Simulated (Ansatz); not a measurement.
A nudged elastic band was laid between two geometries of BBrF2H2O (7 atoms, charge 0, multiplicity 1).

The calculation used Ansatz, RKS B3LYP-D4/def2-SVP.

```yaml
movable_images: 7
climbing_image: yes
spring: 5.0 eV/Å²
optimiser: quadratic models (default)
start_path: through a guess of the saddle point
force_threshold: 0.03 eV/Å
iteration_limit: 60
end_points: relaxed
```

Image 0:

```xyz
7
Properties=species:S:1:pos:R:3
B -0.600 -0.237 -0.288
Br -1.532 1.000 1.010
F -0.450 0.260 -1.536
F -0.946 -1.524 -0.186
H 0.982 0.394 1.085
O 1.005 -0.175 0.293
H 1.541 0.283 -0.378
```

Image 8:

```xyz
7
Properties=species:S:1:pos:R:3
B -0.125 -0.697 -0.997
Br -0.659 1.452 2.813
F 0.297 -0.843 -2.245
F -1.213 -1.327 -0.607
H -0.160 0.812 1.628
O 0.537 0.086 -0.114
H 1.322 0.518 -0.478
```

Q: Which bonds break or form, and what moves?

A: Bonds broken: B1–Br2, H5–O6. Bonds formed: Br2–H5. BBrF2H2O becomes BF2HO + BrH.

Q: What energy profile does the band end with?

A: It converged. The highest image is number 2 of 0 to 8, 12.7 kcal/mol above the first end and 21.9 kcal/mol above the last; the last end lies 9.2 kcal/mol below the first. A vibrational analysis at the climbing image gives one clearly imaginary mode, 975i cm⁻¹: a first-order saddle point. The orbitals stay closed-shell, which can raise the energy where a bond breaks towards radicals; this wasn't checked here.

```json
{"image": "0", "path coordinate (Å)": "0.00", "energy (kcal/mol)": "0.0", "B1–Br2 (Å)": "2.02", "H5–O6 (Å)": "0.98", "Br2–H5 (Å)": "2.59"}
{"image": "1", "path coordinate (Å)": "0.43", "energy (kcal/mol)": "3.8", "B1–Br2 (Å)": "2.15", "H5–O6 (Å)": "1.01", "Br2–H5 (Å)": "2.09"}
{"image": "2", "path coordinate (Å)": "0.86", "energy (kcal/mol)": "12.7", "B1–Br2 (Å)": "2.46", "H5–O6 (Å)": "1.21", "Br2–H5 (Å)": "1.73"}
{"image": "3", "path coordinate (Å)": "1.39", "energy (kcal/mol)": "-2.8", "B1–Br2 (Å)": "2.89", "H5–O6 (Å)": "1.73", "Br2–H5 (Å)": "1.47"}
{"image": "4", "path coordinate (Å)": "1.91", "energy (kcal/mol)": "-8.4", "B1–Br2 (Å)": "3.36", "H5–O6 (Å)": "2.11", "Br2–H5 (Å)": "1.43"}
{"image": "5", "path coordinate (Å)": "2.43", "energy (kcal/mol)": "-9.0", "B1–Br2 (Å)": "3.72", "H5–O6 (Å)": "2.12", "Br2–H5 (Å)": "1.43"}
{"image": "6", "path coordinate (Å)": "2.95", "energy (kcal/mol)": "-9.1", "B1–Br2 (Å)": "4.00", "H5–O6 (Å)": "2.05", "Br2–H5 (Å)": "1.44"}
{"image": "7", "path coordinate (Å)": "3.48", "energy (kcal/mol)": "-9.2", "B1–Br2 (Å)": "4.24", "H5–O6 (Å)": "2.02", "Br2–H5 (Å)": "1.44"}
{"image": "8", "path coordinate (Å)": "4.00", "energy (kcal/mol)": "-9.2", "B1–Br2 (Å)": "4.41", "H5–O6 (Å)": "2.01", "Br2–H5 (Å)": "1.44"}
```

Q: What is the geometry of the highest image?

A: 
```xyz
7
Properties=species:S:1:pos:R:3
B -0.345 -0.400 -0.440
Br -1.173 1.129 1.299
F -0.469 0.205 -1.612
F -0.942 -1.548 -0.199
H 0.409 0.486 1.039
O 0.967 -0.216 0.225
H 1.553 0.345 -0.312
```

Q: What are the harmonic wavenumbers there?

A: 975i, 169, 184, 361, 389, 425, 483, 646, 874, 961, 1140, 1267, 1488, 1525, 3760 cm⁻¹.

The band took 19 iterations and about 7 core-minutes.

The run took 3.6 min on 2 threads of Intel(R) Xeon(R) Platinum 8488C (Sapphire Rapids), on a shared host, peak memory 0.23 GiB.
